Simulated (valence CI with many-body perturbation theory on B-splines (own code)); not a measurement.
**E1 line list for Mo XXXVIII**

Calculated by configuration interaction combined with many-body perturbation theory (CI+MBPT): three valence electrons over a frozen Dirac-Fock core [He], a basis of 11 s, 11 p, 9 d, 7 f, 5 g, 2 h, 1 i functions for each j, with the one-electron correlation potential Σ1, the two-electron term Σ2, the three-electron term Σ3, Breit, model QED; selected CI, second order for the rest (own B-spline code, finite nucleus).

The last digits are not significant, and no measured levels were compared; by estimate large intervals hold to a few tenths of a per cent, small ones and those within an open d or f shell to about a per cent.

Lines 201 to 250 of 267 in falling wavelength, among levels below 3416.7 eV, chosen from the strongest by gf and those to the six lowest levels. Wavelengths and rates use the calculated energies. Electric multipoles are in the length gauge, E1 and E2 with the static RPA response of the core. Weak lines are less certain than strong ones. Lines between different terms over intervals too small for the method are left out, as are lines whose strength nearly cancels. The highest levels of a list are the least certain.

Levels are named by their leading jj configuration (3d3/2^4 stands for four electrons in 3d with j = 3/2), which in mixed levels can hold well under half, so a name can repeat and another be missing. Letters in brackets count levels of one name in rising energy.

| λ vac (nm) | Upper | Lower | A (s⁻¹) | log gf | Branch % |
| --- | --- | --- | --- | --- | --- |
| 0.4021 | (2s 2p3/2 3p1/2) J=3/2 [a] | (2s^2 2p3/2) J=3/2 | 1.53e+13 | -0.83 | 98.4 |
| 0.4017 | (2s 2p3/2 3p1/2) J=5/2 | (2s^2 2p3/2) J=3/2 | 3.20e+13 | -0.33 | 99.3 |
| 0.4015 | (2s 2p1/2 3p1/2) J=3/2 | (2s^2 2p1/2) J=1/2 | 9.09e+12 | -1.06 | 70.1 |
| 0.4009 | (2p1/2 2p3/2 3p1/2) J=3/2 [b] | (2s 2p1/2 2p3/2) J=3/2 [b] | 1.36e+13 | -0.88 | 26.6 |
| 0.4006 | (2p1/2 2p3/2 3p3/2) J=1/2 [a] | (2s 2p1/2 2p3/2) J=1/2 | 2.50e+13 | -0.92 | 56.9 |
| 0.4003 | (2s 2p3/2 3d3/2) J=5/2 [b] | (2s 2p1/2 2p3/2) J=5/2 | 2.52e+12 | -1.44 | 1.4 |
| 0.4003 | (2p1/2 2p3/2 3p3/2) J=5/2 [a] | (2s 2p1/2 2p3/2) J=3/2 [b] | 1.63e+12 | -1.63 | 4.0 |
| 0.4001 | (2s 2p3/2 3d3/2) J=3/2 [b] | (2s 2p1/2 2p3/2) J=5/2 | 6.96e+11 | -2.18 | 0.4 |
| 0.4000 | (2p1/2 2p3/2 3p3/2) J=3/2 [a] | (2s 2p1/2 2p3/2) J=1/2 | 1.89e+13 | -0.74 | 40.8 |
| 0.3999 | (2p1/2 2p3/2 3p3/2) J=1/2 [a] | (2s 2p1/2 2p3/2) J=3/2 [b] | 5.25e+12 | -1.60 | 11.9 |
| 0.3996 | (2s 2p3/2 3d5/2) J=7/2 [b] | (2s 2p1/2 2p3/2) J=5/2 | 3.86e+12 | -1.13 | 5.8 |
| 0.3993 | (2p1/2 2p3/2 3p1/2) J=3/2 [a] | (2s 2p1/2 2p3/2) J=5/2 | 3.46e+12 | -1.48 | 10.5 |
| 0.3993 | (2p1/2 2p3/2 3p3/2) J=3/2 [a] | (2s 2p1/2 2p3/2) J=3/2 [b] | 1.16e+13 | -0.95 | 25.1 |
| 0.3992 | (2s 2p1/2 3p1/2) J=1/2 [b] | (2s^2 2p1/2) J=1/2 | 1.83e+13 | -1.06 | 94.1 |
| 0.3985 | (2s 2p3/2 3d5/2) J=5/2 [b] | (2s 2p1/2 2p3/2) J=5/2 | 6.49e+11 | -2.03 | 0.3 |
| 0.3985 | (2p1/2 2p3/2 3p3/2) J=3/2 [b] | (2s 2p1/2 2p3/2) J=1/2 | 1.18e+13 | -0.95 | 25.0 |
| 0.3985 | (2p1/2^2 3p1/2) J=1/2 | (2s 2p1/2^2) J=1/2 | 1.94e+13 | -1.04 | 65.9 |
| 0.3983 | (2s 2p3/2 3p3/2) J=3/2 [a] | (2s^2 2p3/2) J=3/2 | 4.07e+13 | -0.41 | 98.3 |
| 0.3981 | (2p1/2 2p3/2 3p1/2) J=5/2 | (2s 2p1/2 2p3/2) J=5/2 | 1.53e+13 | -0.66 | 46.4 |
| 0.3979 | (2s 2p1/2 3p3/2) J=3/2 [a] | (2s^2 2p1/2) J=1/2 | 1.97e+13 | -0.73 | 98.2 |
| 0.3978 | (2p1/2 2p3/2 3p3/2) J=3/2 [b] | (2s 2p1/2 2p3/2) J=3/2 [b] | 1.67e+13 | -0.80 | 35.2 |
| 0.3974 | (2s 2p3/2 3d3/2) J=5/2 [b] | (2s 2p1/2 2p3/2) J=3/2 [a] | 1.32e+12 | -1.73 | 0.7 |
| 0.3971 | (2s 2p3/2 3d3/2) J=3/2 [b] | (2s 2p1/2 2p3/2) J=3/2 [a] | 2.22e+12 | -1.68 | 1.2 |
| 0.3971 | (2p1/2 2p3/2 3p1/2) J=1/2 | (2s 2p1/2 2p3/2) J=3/2 [a] | 1.95e+13 | -1.04 | 48.1 |
| 0.3970 | (2p1/2 2p3/2 3p3/2) J=5/2 [b] | (2s 2p1/2 2p3/2) J=3/2 [b] | 2.14e+13 | -0.52 | 48.6 |
| 0.3969 | (2s 2p3/2 3p3/2) J=5/2 [a] | (2s^2 2p3/2) J=3/2 | 4.21e+13 | -0.22 | 98.4 |
| 0.3967 | (2s 2p3/2 3p3/2) J=1/2 [a] | (2s^2 2p3/2) J=3/2 | 5.04e+13 | -0.62 | 94.7 |
| 0.3965 | (2s 2p1/2 3p3/2) J=1/2 | (2s^2 2p1/2) J=1/2 | 5.77e+13 | -0.57 | 97.1 |
| 0.3964 | (2p1/2 2p3/2 3p1/2) J=3/2 [a] | (2s 2p1/2 2p3/2) J=3/2 [a] | 1.25e+13 | -0.93 | 38.1 |
| 0.3959 | (2p1/2 2p3/2 3p1/2) J=3/2 [b] | (2s 2p1/2 2p3/2) J=5/2 | 2.73e+13 | -0.59 | 53.2 |
| 0.3957 | (2s 2p1/2 3p3/2) J=3/2 [b] | (2s^2 2p1/2) J=1/2 | 4.52e+13 | -0.37 | 98.1 |
| 0.3956 | (2s 2p3/2 3p1/2) J=1/2 | (2s^2 2p3/2) J=3/2 | 4.03e+13 | -0.72 | 94.3 |
| 0.3956 | (2p1/2 2p3/2 3p3/2) J=1/2 [b] | (2s 2p1/2 2p3/2) J=3/2 [b] | 2.98e+13 | -0.85 | 71.0 |
| 0.3955 | (2s 2p3/2 3p1/2) J=3/2 [b] | (2s^2 2p3/2) J=3/2 | 1.57e+13 | -0.83 | 95.8 |
| 0.3954 | (2p1/2 2p3/2 3p3/2) J=5/2 [a] | (2s 2p1/2 2p3/2) J=5/2 | 1.67e+12 | -1.63 | 4.1 |
| 0.3951 | (2p1/2 2p3/2 3p1/2) J=5/2 | (2s 2p1/2 2p3/2) J=3/2 [a] | 8.68e+11 | -1.91 | 2.6 |
| 0.3944 | (2p1/2 2p3/2 3p3/2) J=3/2 [a] | (2s 2p1/2 2p3/2) J=5/2 | 6.66e+12 | -1.21 | 14.4 |
| 0.3938 | (2p1/2 2p3/2 3p3/2) J=7/2 | (2s 2p1/2 2p3/2) J=5/2 | 3.43e+13 | -0.19 | 98.9 |
| 0.3934 | (2p1/2^2 3p3/2) J=3/2 | (2s 2p1/2^2) J=1/2 | 3.52e+13 | -0.49 | 88.5 |
| 0.3930 | (2p1/2 2p3/2 3p1/2) J=3/2 [b] | (2s 2p1/2 2p3/2) J=3/2 [a] | 4.72e+12 | -1.36 | 9.2 |
| 0.3929 | (2p1/2 2p3/2 3p3/2) J=3/2 [b] | (2s 2p1/2 2p3/2) J=5/2 | 5.88e+12 | -1.26 | 12.4 |
| 0.3925 | (2p1/2 2p3/2 3p3/2) J=5/2 [a] | (2s 2p1/2 2p3/2) J=3/2 [a] | 3.37e+13 | -0.33 | 82.8 |
| 0.3921 | (2p1/2 2p3/2 3p3/2) J=5/2 [b] | (2s 2p1/2 2p3/2) J=5/2 | 1.80e+13 | -0.60 | 40.9 |
| 0.3921 | (2p1/2 2p3/2 3p3/2) J=1/2 [a] | (2s 2p1/2 2p3/2) J=3/2 [a] | 9.47e+12 | -1.36 | 21.5 |
| 0.3921 | (2s 2p3/2 3p3/2) J=5/2 [b] | (2s^2 2p3/2) J=3/2 | 1.43e+13 | -0.70 | 94.8 |
| 0.3916 | (2s 2p3/2 3p3/2) J=3/2 [b] | (2s^2 2p3/2) J=3/2 | 5.99e+12 | -1.26 | 24.7 |
| 0.3915 | (2p1/2 2p3/2 3p3/2) J=3/2 [a] | (2s 2p1/2 2p3/2) J=3/2 [a] | 4.32e+12 | -1.40 | 9.3 |
| 0.3913 | (2p1/2^2 3d3/2) J=3/2 | (2s^2 2p3/2) J=3/2 | 2.04e+12 | -1.73 | 11.0 |
| 0.3906 | (2p1/2 2p3/2 3s) J=3/2 [a] | (2s^2 2p3/2) J=3/2 | 9.07e+12 | -1.08 | 53.9 |
| 0.3905 | (2s 2p3/2 3p3/2) J=1/2 [b] | (2s^2 2p3/2) J=3/2 | 9.89e+11 | -2.34 | 12.8 |
